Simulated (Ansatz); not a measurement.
Gas-phase electronic energies from Ansatz, PBE0-D4/def2-TZVP geometries. CCSD(T)/CBS adds triple-zeta CCSD(T) − MP2 to the extrapolated MP2 energy (def2 sets, frozen cores). This one scheme is used for every species. Functionals use def2-TZVPP. B3LYP here is the variant with VWN-RPA as its local correlation; programs differ in this. One conformer a species, not always the lowest.

Reaction (formal exchange of groups at the Si–C bond): `N[SiH2][SiH2]CO` + `COC=N` → `N=C[SiH2][SiH2]N` + `COCO`

`N[SiH2][SiH2]CO`:

Z-matrix (Å, degrees):
```
Si
Si 1 2.352
N 1 1.729 2 115.5
H 1 1.487 2 109.2 3 120.5
H 1 1.490 2 107.7 3 -121.0
C 2 1.902 1 112.3 3 175.2
H 2 1.495 1 110.5 3 52.6
H 2 1.497 1 110.0 3 -65.3
H 3 1.008 1 119.2 2 -62.1
H 3 1.008 1 118.5 2 77.2
O 6 1.423 2 112.0 1 59.3
H 6 1.093 2 109.5 1 -58.3
H 6 1.099 2 111.0 1 -175.3
H 11 0.960 6 108.4 2 59.9
```

`COC=N`:

Z-matrix (Å, degrees):
```
C
O 1 1.422
H 1 1.088 2 105.8
H 1 1.092 2 110.6 3 119.9
H 1 1.092 2 110.6 3 -119.9
C 2 1.331 1 115.7 3 -180.0
N 6 1.261 2 123.4 1 -0.0
H 6 1.093 2 109.6 1 180.0
H 7 1.014 6 110.5 2 180.0
```

`N=C[SiH2][SiH2]N`:

Z-matrix (Å, degrees):
```
Si
C 1 1.900
Si 1 2.343 2 108.5
H 1 1.492 2 107.4 3 -122.7
H 1 1.491 2 106.9 3 122.9
N 2 1.271 1 119.8 3 -10.1
H 2 1.101 1 119.0 3 170.4
N 3 1.717 1 106.0 2 42.6
H 3 1.490 1 110.7 2 161.3
H 3 1.498 1 107.8 2 -83.1
H 6 1.022 2 111.8 1 -179.4
H 8 1.007 3 120.7 1 173.7
H 8 1.012 3 115.2 1 -46.0
```

`COCO`:

Z-matrix (Å, degrees):
```
C
O 1 1.410
H 1 1.090 2 107.2
H 1 1.098 2 110.9 3 118.9
H 1 1.094 2 111.6 3 -119.7
C 2 1.391 1 113.3 3 -179.1
O 6 1.398 2 113.5 1 -67.9
H 6 1.095 2 105.4 1 169.5
H 6 1.097 2 111.0 1 50.4
H 7 0.962 6 108.0 2 -64.4
```

```tsv
level	ΔE (kJ/mol)	difference from CCSD(T)/CBS
PBE-D4	30.0	11.9
r2SCAN-D4	31.8	13.7
B3LYP-D4	22.8	4.7
B2PLYP	23.7	5.6
PBE	32.3	14.2
r2SCAN	32.3	14.2
PBE0	29.2	11.1
SCS-MP2/def2-TZVPP	18.1	0.0
CCSD/def2-TZVPP	16.1	-2.0
CCSD(T)/def2-TZVPP	16.6	-1.5
HF/def2-QZVPP	19.0	0.9
MP2/def2-QZVPP	22.4	4.3
SCS-MP2/def2-QZVPP	19.2	1.1
HF/CBS(def2)	19.1	1.0
MP2/CBS(def2)	22.8	4.7
CCSD/CBS(def2)	17.6	-0.5
CCSD(T)/CBS	18.1	0
```

Largest T1 diagnostic among the species: 0.014.

The D4 term adds −3.6 kJ/mol with B3LYP and −1.9 kJ/mol with PBE0; it sums over pairs of atoms, weighted by their polarisabilities, and B3LYP, whose exchange is more repulsive, gets the larger term. From PBE to PBE0 (25 % exact exchange), in def2-TZVPP and without D4, ΔE moves by −3.1 kJ/mol.
